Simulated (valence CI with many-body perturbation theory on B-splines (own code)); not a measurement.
Forbidden lines of Er XXVII

Level of theory: configuration interaction combined with many-body perturbation theory (CI+MBPT): six valence electrons over a frozen Dirac-Fock core [Kr], radial functions for each j: 7 s, 7 p, 8 d, 6 f, 4 g, 1 h, with the one-electron correlation potential Σ1, the two-electron term Σ2, the three-electron term Σ3, Breit, model QED; selected CI, second order for the rest, scaled by the run's own slope (own B-spline code, finite nucleus).

The last digits are not significant, and no measured levels were compared; by estimate large intervals hold to a few tenths of a per cent, small ones and those within an open d or f shell to about a per cent. Core correlation moves these levels by up to 7400 cm⁻¹, and in measured spectra 5 to 20 % of such shifts remained as error; rates that hang on mixing are uncertain with them. Among the levels kept, up to 780 cm⁻¹ of a level comes from second order outside the variational space, and about a tenth of that is noise between levels of different J, which matters for small intervals. Only levels of the ground parity were solved; by the run's estimate the other parity begins above the list, which can be wrong where configurations are misplaced.

Lines 1 to 50 of 120 in falling wavelength, among levels below 49.752 eV, chosen from the decays that carry over 1 % of a level's rate. Wavelengths and rates use the calculated energies. Electric multipoles are in the length gauge, E1 and E2 with the static RPA response of the core. Weak lines are less certain than strong ones. Lines between different terms over intervals too small for the method are left out, as are lines whose strength nearly cancels. The highest levels of a list are the least certain.

Levels are named by their leading jj configuration (3d3/2^4 stands for four electrons in 3d with j = 3/2), which in mixed levels can hold well under half, so a name can repeat and another be missing. Letters in brackets count levels of one name in rising energy.

```
λ vac (nm)                      Upper                      Lower  Type   A (s⁻¹)  Branch %
      6375      (4d3/2^3 4d5/2^3) J=6      (4d3/2^3 4d5/2^3) J=5    M1  2.64e-02      20.1
     548.9      (4d3/2^4 4d5/2^2) J=2      (4d3/2^4 4d5/2^2) J=4    E2  2.04e-03     100.0
     507.7      (4d3/2^3 4d5/2^3) J=5  (4d3/2^3 4d5/2^3) J=4 [a]    M1  7.42e+01       3.8
     434.0  (4d3/2^3 4d5/2^3) J=1 [a]      (4d3/2^4 4d5/2^2) J=0    M1  2.47e+02       3.3
     327.2  (4d3/2^3 4d5/2^3) J=4 [b]  (4d3/2^3 4d5/2^3) J=3 [b]    M1  1.06e+02       9.1
     300.7  (4d3/2^3 4d5/2^3) J=2 [a]  (4d3/2^3 4d5/2^3) J=1 [a]    M1  2.11e+02       3.0
     287.2      (4d3/2^4 4d5/2^2) J=0      (4d3/2^4 4d5/2^2) J=2    E2  1.61e-01     100.0
     281.1  (4d3/2^2 4d5/2^4) J=4 [c]  (4d3/2^2 4d5/2^4) J=4 [b]    M1  1.72e+02       1.1
     279.7      (4d3/2^2 4d5/2^4) J=5  (4d3/2^3 4d5/2^3) J=4 [b]    M1  5.00e+02       4.9
     272.6  (4d3/2^3 4d5/2^3) J=3 [b]  (4d3/2^3 4d5/2^3) J=4 [a]    M1  2.67e+02       4.2
     248.3  (4d3/2^3 4d5/2^3) J=3 [c]  (4d3/2^3 4d5/2^3) J=3 [b]    M1  7.58e+01       1.6
     244.9  (4d3/2^2 4d5/2^4) J=4 [b]  (4d3/2^2 4d5/2^4) J=4 [a]    M1  1.86e+02       1.7
     237.9  (4d3/2^2 4d5/2^4) J=2 [a]  (4d3/2^3 4d5/2^3) J=3 [b]    M1  3.48e+02       2.0
     237.7  (4d3/2^2 4d5/2^4) J=3 [a]  (4d3/2^3 4d5/2^3) J=2 [b]    M1  3.42e+02       1.9
     230.5  (4d3/2^3 4d5/2^3) J=3 [c]  (4d3/2^3 4d5/2^3) J=2 [a]    M1  2.65e+02       5.6
     216.9  (4d3/2^3 4d5/2^3) J=3 [a]      (4d3/2^4 4d5/2^2) J=2    M1  1.31e+03      17.2
     210.3  (4d3/2^3 4d5/2^3) J=4 [b]      (4d3/2^3 4d5/2^3) J=5    M1  1.43e+02      12.2
     207.9  (4d3/2^3 4d5/2^3) J=3 [b]  (4d3/2^3 4d5/2^3) J=3 [a]    M1  4.60e+02       7.2
     206.6      (4d3/2^2 4d5/2^4) J=1  (4d3/2^2 4d5/2^4) J=2 [a]    M1  4.52e+02       3.2
     206.0  (4d3/2^2 4d5/2^4) J=3 [b]  (4d3/2^3 4d5/2^3) J=4 [b]    M1  1.16e+03       9.7
     180.0  (4d3/2^2 4d5/2^4) J=3 [b]  (4d3/2^3 4d5/2^3) J=2 [b]    M1  3.01e+02       2.5
     178.8  (4d3/2^2 4d5/2^4) J=2 [d]  (4d3/2^2 4d5/2^4) J=2 [c]    M1  6.28e+02       4.0
     177.1  (4d3/2^2 4d5/2^4) J=4 [a]  (4d3/2^3 4d5/2^3) J=3 [b]    M1  3.66e+02       1.8
     175.4  (4d3/2^2 4d5/2^4) J=4 [b]  (4d3/2^3 4d5/2^3) J=3 [c]    M1  4.07e+02       3.7
     172.8  (4d3/2^3 4d5/2^3) J=1 [a]      (4d3/2^4 4d5/2^2) J=2    M1  7.30e+03      96.7
     167.7  (4d3/2^2 4d5/2^4) J=2 [c]  (4d3/2^2 4d5/2^4) J=3 [a]    M1  5.51e+02       2.6
     167.0  (4d3/2^3 4d5/2^3) J=2 [b]  (4d3/2^3 4d5/2^3) J=1 [a]    M1  1.21e+03      13.5
     161.0      (4d3/2^2 4d5/2^4) J=1  (4d3/2^3 4d5/2^3) J=1 [b]    M1  2.45e+03      17.3
     159.9      (4d3/2^3 4d5/2^3) J=0  (4d3/2^3 4d5/2^3) J=1 [a]    M1  2.63e+03      97.7
     155.6      (4d3/2^2 4d5/2^4) J=1      (4d3/2^3 4d5/2^3) J=0    M1  2.71e+03      19.2
     155.5  (4d3/2^3 4d5/2^3) J=3 [a]      (4d3/2^4 4d5/2^2) J=4    M1  6.31e+03      82.8
     154.6  (4d3/2^3 4d5/2^3) J=1 [b]  (4d3/2^3 4d5/2^3) J=1 [a]    M1  8.83e+02      15.9
     152.4  (4d3/2^2 4d5/2^4) J=3 [a]  (4d3/2^3 4d5/2^3) J=3 [b]    M1  5.24e+02       2.9
     150.2  (4d3/2^2 4d5/2^4) J=4 [c]      (4d3/2^2 4d5/2^4) J=5    M1  7.57e+02       4.8
     149.5      (4d3/2^2 4d5/2^4) J=1  (4d3/2^3 4d5/2^3) J=2 [b]    M1  9.00e+02       6.4
     148.7  (4d3/2^3 4d5/2^3) J=4 [b]  (4d3/2^3 4d5/2^3) J=4 [a]    M1  7.43e+02      63.7
     145.5  (4d3/2^2 4d5/2^4) J=3 [a]  (4d3/2^3 4d5/2^3) J=2 [a]    M1  2.12e+03      11.8
     144.4  (4d3/2^2 4d5/2^4) J=2 [b]  (4d3/2^3 4d5/2^3) J=1 [b]    M1  2.81e+02       2.1
     139.6  (4d3/2^3 4d5/2^3) J=2 [b]  (4d3/2^3 4d5/2^3) J=3 [a]    M1  6.99e+03      77.5
     136.1  (4d3/2^2 4d5/2^4) J=4 [a]      (4d3/2^3 4d5/2^3) J=5    M1  3.20e+03      15.4
     135.0  (4d3/2^2 4d5/2^4) J=2 [b]  (4d3/2^3 4d5/2^3) J=2 [b]    M1  1.26e+03       9.4
     132.0  (4d3/2^3 4d5/2^3) J=4 [a]      (4d3/2^4 4d5/2^2) J=4    M1  8.82e+03      99.9
     130.9  (4d3/2^2 4d5/2^4) J=4 [c]  (4d3/2^2 4d5/2^4) J=4 [a]    M1  7.98e+02       5.0
     127.6  (4d3/2^2 4d5/2^4) J=2 [a]  (4d3/2^3 4d5/2^3) J=1 [a]    M1  3.30e+03      19.2
     126.4  (4d3/2^2 4d5/2^4) J=3 [b]  (4d3/2^3 4d5/2^3) J=3 [b]    M1  5.02e+03      42.1
     122.4      (4d3/2^2 4d5/2^4) J=5      (4d3/2^3 4d5/2^3) J=6    M1  6.06e+03      58.9
     121.7  (4d3/2^2 4d5/2^4) J=3 [b]  (4d3/2^3 4d5/2^3) J=2 [a]    M1  3.02e+03      25.3
     120.2  (4d3/2^2 4d5/2^4) J=2 [c]  (4d3/2^2 4d5/2^4) J=2 [a]    M1  1.23e+03       5.9
     120.0      (4d3/2^2 4d5/2^4) J=5      (4d3/2^3 4d5/2^3) J=5    M1  3.17e+03      30.8
     119.6  (4d3/2^2 4d5/2^4) J=2 [d]  (4d3/2^2 4d5/2^4) J=2 [b]    M1  1.20e+03       7.7
```
